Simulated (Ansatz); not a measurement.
```yaml
crystal:
  periodic: [false, false, false]
  atoms:
    - {symbol: Cd, position_ang: [1.016050, -4.552217, 1.469972]}
    - {symbol: Cd, position_ang: [-2.858674, 2.695204, -2.453124]}
    - {symbol: Cd, position_ang: [2.408284, -2.144027, -2.519769]}
    - {symbol: Cd, position_ang: [-2.281445, -3.355315, 1.999228]}
    - {symbol: Cd, position_ang: [-0.688501, -0.559058, 4.300914]}
    - {symbol: Cd, position_ang: [2.260709, 1.926561, 1.895249]}
    - {symbol: Cd, position_ang: [4.464154, -1.089940, 0.099211]}
    - {symbol: Te, position_ang: [-3.675610, 0.465726, -0.109602]}
    - {symbol: Te, position_ang: [-0.541229, -2.292028, -0.857740]}
    - {symbol: Te, position_ang: [2.241005, -1.452863, 2.581903]}
    - {symbol: Te, position_ang: [-0.791875, 0.819341, -4.286034]}
    - {symbol: Te, position_ang: [-0.596839, 4.575538, -0.899057]}
    - {symbol: Te, position_ang: [2.179854, 1.235868, -1.385899]}
    - {symbol: Te, position_ang: [-0.915374, 2.282722, 2.458416]}
    - {symbol: H, position_ang: [2.393264, -5.486366, 0.593665]}
    - {symbol: H, position_ang: [-0.575128, -4.477778, 2.696684]}
    - {symbol: H, position_ang: [-4.285502, 3.584989, -3.350538]}
    - {symbol: H, position_ang: [2.151080, -2.311221, -4.383885]}
    - {symbol: H, position_ang: [-3.960752, -4.061713, 1.474656]}
    - {symbol: H, position_ang: [-1.822607, -1.557768, 2.948453]}
    - {symbol: H, position_ang: [-0.278626, -0.327878, 6.130152]}
    - {symbol: H, position_ang: [3.691881, 2.953364, 2.603759]}
    - {symbol: H, position_ang: [3.695280, -2.654556, -1.013010]}
    - {symbol: H, position_ang: [6.098069, -0.251366, 0.523113]}
    - {symbol: H, position_ang: [-4.676463, -0.497135, -1.370168]}
    - {symbol: H, position_ang: [-5.184800, 1.536994, 0.242400]}
    - {symbol: H, position_ang: [-1.196420, -3.653986, -1.952040]}
    - {symbol: H, position_ang: [3.448513, -1.594547, 3.995281]}
    - {symbol: H, position_ang: [-2.117342, 0.800641, -5.629677]}
    - {symbol: H, position_ang: [-0.073979, 2.355535, -5.077969]}
    - {symbol: H, position_ang: [-0.589858, 5.680888, -2.439612]}
    - {symbol: H, position_ang: [-1.970842, 5.652322, -0.209003]}
    - {symbol: H, position_ang: [3.681475, 2.223361, -1.895109]}
    - {symbol: H, position_ang: [-0.647773, 3.530707, 3.819156]}
basis:
  gaussian: {orbitals: def2-SVPD, fitting: {mean_field: def2-universal-jkfit}}
magnetization: {spin_polarized: true, initial_magnetization: 0}
hamiltonian: {xc: {name: revPBE}, pseudopotentials: {relativity: none}}
scf: {lower_state_search: light}
output: {forces: true}
```

```sh
$ ansatz run in.yaml --threads 2 --pin off --events-out ev --progress --plain --max-ram 20480MiB --backend cuda --devices 0, --max-vram 18GiB
```

Output, abridged:

```
Functional definition: revPBE
3671 factors; integrals over basis functions are off by at most 4.4e-1 eV
mean field evaluation 1: about -83326.7434 eV, gradient 4.5e1 eV
mean field evaluation 2: about -83295.5793 eV, gradient 8.3e1 eV
mean field evaluation 4: about -83339.0212 eV, gradient 7.0e0 eV
mean field evaluation 8: about -83339.3872 eV, gradient 3.7e-1 eV
mean field evaluation 16: about -83339.3883 eV, gradient 2.3e-4 eV
mean field -83339.38834760 eV, -3062.6660323079 hartree, gradient 2.7e-5 eV, S^2 0.000000; 0 other end points of the search recorded, 0 dependent functions left out
reference -83339.38859023 eV, -3062.6660412245 hartree; 164, 164 occupied and 479, 479 virtual orbitals, 3671 factors
Total energy: -83339.38859023 eV, -3062.6660412245 hartree
Atom 0 at     1.016050    -4.552217     1.469972 Å, force     0.212471    -0.315017    -0.148994 eV/Å
Atom 1 at    -2.858674     2.695204    -2.453124 Å, force    -0.610888     0.413843    -0.403342 eV/Å
Atom 2 at     2.408284    -2.144027    -2.519769 Å, force     0.000939    -0.136409    -0.456431 eV/Å
Atom 3 at    -2.281445    -3.355315     1.999228 Å, force    -0.420475    -0.158930    -0.114376 eV/Å
Atom 4 at    -0.688501    -0.559058     4.300914 Å, force     0.021120    -0.005061     0.496097 eV/Å
Atom 5 at     2.260709     1.926561     1.895249 Å, force     0.445886     0.401927     0.293661 eV/Å
Atom 6 at     4.464154    -1.089940     0.099211 Å, force     0.460849     0.170571     0.117343 eV/Å
Atom 7 at    -3.675610     0.465726    -0.109602 Å, force    -2.289827     0.285876    -1.211085 eV/Å
Atom 8 at    -0.541229    -2.292028    -0.857740 Å, force    -0.410798    -1.447382    -0.925528 eV/Å
Atom 9 at     2.241005    -1.452863     2.581903 Å, force     1.140163     0.098262     1.012810 eV/Å
Atom 10 at    -0.791875     0.819341    -4.286034 Å, force    -0.689613     1.764623    -1.794437 eV/Å
Atom 11 at    -0.596839     4.575538    -0.899057 Å, force    -1.620289     1.759396    -0.844401 eV/Å
Atom 12 at     2.179854     1.235868    -1.385899 Å, force     1.499776     0.725808    -0.096960 eV/Å
Atom 13 at    -0.915374     2.282722     2.458416 Å, force     0.875021     0.904733     1.270355 eV/Å
Atom 14 at     2.393264    -5.486366     0.593665 Å, force    -1.022233     0.694666     0.659136 eV/Å
Atom 15 at    -0.575128    -4.477778     2.696684 Å, force     0.310329     0.255460    -0.740576 eV/Å
Atom 16 at    -4.285502     3.584989    -3.350538 Å, force     0.996609    -0.628837     0.629522 eV/Å
Atom 17 at     2.151080    -2.311221    -4.383885 Å, force     0.184609     0.135811     1.333770 eV/Å
Atom 18 at    -3.960752    -4.061713     1.474656 Å, force     1.194771     0.497587     0.383244 eV/Å
Atom 19 at    -1.822607    -1.557768     2.948453 Å, force     0.332119    -0.146665     0.228397 eV/Å
Atom 20 at    -0.278626    -0.327878     6.130152 Å, force    -0.299703    -0.163287    -1.323718 eV/Å
Atom 21 at     3.691881     2.953364     2.603759 Å, force    -0.979691    -0.700397    -0.489339 eV/Å
Atom 22 at     3.695280    -2.654556    -1.013010 Å, force    -0.240147     0.752499    -0.189926 eV/Å
Atom 23 at     6.098069    -0.251366     0.523113 Å, force    -1.185231    -0.617170    -0.319784 eV/Å
Atom 24 at    -4.676463    -0.497135    -1.370168 Å, force     1.016404     1.025670     1.299474 eV/Å
Atom 25 at    -5.184800     1.536994     0.242400 Å, force     1.497982    -1.078148    -0.377309 eV/Å
Atom 26 at    -1.196420    -3.653986    -1.952040 Å, force     0.669769     1.388916     1.115797 eV/Å
Atom 27 at     3.448513    -1.594547     3.995281 Å, force    -1.215723     0.144729    -1.443372 eV/Å
Atom 28 at    -2.117342     0.800641    -5.629677 Å, force     1.314766     0.031017     1.335410 eV/Å
Atom 29 at    -0.073979     2.355535    -5.077969 Å, force    -0.773628    -1.582724     0.811417 eV/Å
Atom 30 at    -0.589858     5.680888    -2.439612 Å, force    -0.016279    -1.080656     1.503403 eV/Å
Atom 31 at    -1.970842     5.652322    -0.209003 Å, force     1.392846    -1.097291    -0.726319 eV/Å
Atom 32 at     3.681475     2.223361    -1.895109 Å, force    -1.517427    -1.013044     0.512434 eV/Å
Atom 33 at    -0.647773     3.530707     3.819156 Å, force    -0.274476    -1.280375    -1.396374 eV/Å
Dipole moment:    -1.060292     0.778487    -1.067502 e Å
```

Hardware: 2 threads of AMD EPYC 7R13 on a shared host and a share (18 GiB) of an NVIDIA H100 80GB HBM3. Wall time 8.1 s, peak host memory 1.3 GiB.

In the def2 sets Cd, Te take a core potential; there is no spin–orbit coupling.
